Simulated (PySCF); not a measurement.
Precursor series W OH-NH2. Gas-phase values, no solvent. One relaxed conformer stands for each flexible species; it need not be the lowest.

The HOMO from two functionals at the same geometries (PBE-D3(BJ)/def2-SVP), both in PySCF: PBE-D3(BJ)/def2-TZVP and B3LYP-D3(BJ)/def2-TZVP. B3LYP has the VWN-RPA correlation part, as in Gaussian. 

```json
[
 {"species": "0 of 6 OH replaced by NH2 ([W(OH)6])", "PBE-D3(BJ)/def2-TZVP (eV)": "-7.13", "B3LYP-D3(BJ)/def2-TZVP (eV)": "-8.56"},
 {"species": "1 of 6 OH replaced by NH2", "PBE-D3(BJ)/def2-TZVP (eV)": "-6.34", "B3LYP-D3(BJ)/def2-TZVP (eV)": "-7.54"},
 {"species": "2 of 6 OH replaced by NH2 ([W(OH)4(NH2)2])", "PBE-D3(BJ)/def2-TZVP (eV)": "-6.08", "B3LYP-D3(BJ)/def2-TZVP (eV)": "-7.24"},
 {"species": "3 of 6 OH replaced by NH2 ([W(OH)3(NH2)3])", "PBE-D3(BJ)/def2-TZVP (eV)": "-5.52", "B3LYP-D3(BJ)/def2-TZVP (eV)": "-6.63"},
 {"species": "5 of 6 OH replaced by NH2 ([W(OH)(NH2)5])", "PBE-D3(BJ)/def2-TZVP (eV)": "-5.15", "B3LYP-D3(BJ)/def2-TZVP (eV)": "-6.23"},
 {"species": "6 of 6 OH replaced by NH2 ([W(NH2)6])", "PBE-D3(BJ)/def2-TZVP (eV)": "-4.92", "B3LYP-D3(BJ)/def2-TZVP (eV)": "-5.98"}
]
```

Over these rows, drawn at random from the members with no instability flagged (it was tested for open shells, ions and some series alone), PBE minus B3LYP-D3(BJ): mean +1.17 eV, from +1.06 eV to +1.44 eV.
